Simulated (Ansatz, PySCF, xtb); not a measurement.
Process, species as SMILES: [O]=[Ge]=[O] + 4 [H][H] (H2) → [GeH4] (GeH4) + 2 O (H2O)
Geometries: B3LYP-D3(BJ)/def2-TZVP minima from Ansatz (an electronic-structure program). High T1 diagnostic, so coupled cluster is less sure: [O]=[Ge]=[O].

Wanted: energy of full hydrogenation (enthalpy at 298 K, with B3LYP-D3(BJ) rigid-rotor harmonic-oscillator terms from PySCF), in kcal/mol. Correlated levels leave the core frozen unless marked. No spin-orbit coupling. Frozen are the shells of the preceding noble gas and the d and f shells that filled before the atom's block. Non-relativistic. CBS marks a two-point X^-3 extrapolation of the correlation energy; Hartree-Fock from the larger set.

```tsv
level	program	energy of full hydrogenation (kcal/mol)
GFN2-xTB	xtb	-50.8
r2SCANh-D4/def2-TZVPD	Ansatz + dftd4	-79.0
r2SCAN0-D4/def2-TZVPD	Ansatz + dftd4	-87.6
RPA@PBE/cc-pVQZ	Ansatz	-65.4
MP2/cc-pVDZ	Ansatz	-67.6
RI-MP2/aug-cc-pVTZ	Ansatz	-63.5
```

Question: Predict the CCSD(T)/CBS(cc-pVTZ,cc-pVQZ) result (Ansatz).

Answer: -74.1 kcal/mol, so RI-MP2/aug-cc-pVTZ differs from it by 10.6 kcal/mol.
